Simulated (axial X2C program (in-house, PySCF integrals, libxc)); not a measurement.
Values are calculated unless marked as measured or tabulated.
**BiBr: input and output**

Program: an axial X2C code built on PySCF integrals.

Input file and command:
```json
{"zs": [83, 35], "q": 0, "bas": ["dyall-cv3z", "dyall-cv3z"], "levels": ["PBE0", "HF", "PBEsol"], "cc": true, "r0": 2.65, "thr": -1.0, "nmax": 90, "npts": 10, "nst": 2, "ntry": 6}
```
```bash
python so2c.py task.json out
```

Keys: zs atomic numbers; q charge; bas basis sets; levels methods; cc coupled cluster on or off; r0 starting distance in Å; thr threshold in hartree for freezing inner shells (an s shell follows its p shell); nmax most natural virtual spinors; npts points on the curve; nst determinants followed; ntry starts of the search. HF also brings MP2.

Output of the PBEsol step, scalar-relativistic, at R = 2.640 Å for the state M_S = 1, Λ = 0. It starts from PBE0 orbitals of this distance.

```
spin-free X2C-1e  PBEsol
basis functions 257  fitting functions 1434  grid points 5807
iter        total energy     max residual
   1     -24133.770280071     1.14e+00
   2     -24133.779013835     1.32e-02
   3     -24133.780332528     1.06e-01
   4     -24133.780418281     5.53e-03
   5     -24133.780584014     2.48e-02
   6     -24133.780592713     6.30e-03
   7     -24133.780593731     1.29e-03
   8     -24133.780593804     1.44e-03
   9     -24133.780593910     1.76e-04
  10     -24133.780593913     1.79e-04
  11     -24133.780593914     1.07e-05
converged
one-electron -34223.11563234  Coulomb 9995.39647912  exact exchange 0.00000000  xc functional -488.35681862  nuclear repulsion 582.29537793
```
Energies are in hartree; totals compare only within one Hamiltonian and basis.
